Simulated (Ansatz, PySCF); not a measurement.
System: BaF₂, net charge 0, singlet state. 
Coordinates optimised at B3LYP-D3(BJ)/def2-TZVP (Ansatz, an electronic-structure program):
```
Ba
F 1 2.2273
F 1 2.2273 2 120.58
```

Total electronic energies in hartree. Cores are frozen in the correlated levels unless marked. No spin-orbit coupling. Frozen are the shells of the preceding noble gas and the d and f shells that filled before the atom's block. The outer core of K, Ca and their heavier congeners is not correlated, a term that matters for these elements. In def2 rows, elements after Kr have scalar-relativistic effective core potentials. CBS(X,Y): correlation extrapolated as X^-3; Hartree-Fock from the larger set.

| level | program | energy (Eh) |
|---|---|---|
| RI-HF/def2-TZVPPD | Ansatz | -224.23188 |
| BLYP-D4/def2-TZVPD | Ansatz + dftd4 | -225.40690 |
| revPBE-D3(BJ)/def2-TZVPD | Ansatz + dftd3 | -225.41427 |
| B3LYP/def2-TZVPD | Ansatz | -225.44633 |
| PBE0-D3(BJ)/def2-TZVPD | Ansatz + dftd3 | -225.23814 |
| BHLYP-D4/def2-TZVPD | Ansatz + dftd4 | -225.28036 |
| r2SCAN0/def2-TZVPD | Ansatz | -225.30134 |
| PW6B95-D3(BJ)/def2-TZVPD | PySCF + dftd3 | -225.62171 |
| MN15/def2-TZVPD | PySCF | -225.23771 |
| HSE06-D3(BJ)/def2-TZVPD | Ansatz + dftd3 | -225.22843 |
| B2GP-PLYP-D4/def2-TZVPD | Ansatz + dftd4 | -225.13612 |
| B2PLYP-D3(BJ)/def2-TZVPD | Ansatz + dftd3 | -225.19926 |
| B2PLYP/def2-TZVPD | Ansatz | -225.19821 |
| MP2/def2-SVP | Ansatz | -224.35676 |
| RI-MP2/def2-QZVPPD | Ansatz | -224.85367 |
| RI-MP2/CBS(def2-TZVPPD,def2-QZVPPD) | Ansatz | -224.8900 |
| SCS-MP2/def2-SVP | Ansatz | -224.33846 |
| SCS-MP2/def2-QZVPPD | Ansatz | -224.83972 |
| CCSD/def2-QZVPPD | Ansatz | -224.84117 |
| CCSD/CBS(def2-TZVPPD,def2-QZVPPD) | Ansatz | -224.8744 |
| CCSD(T)/def2-QZVPP | Ansatz | -224.85779 |
| CCSD(T)/def2-QZVPPD | Ansatz | -224.86067 |
| CCSD(T)/CBS(def2-TZVPPD,def2-QZVPPD) | Ansatz | -224.8960 |

Totals of different functionals don't rank their quality; only differences between species are comparable.
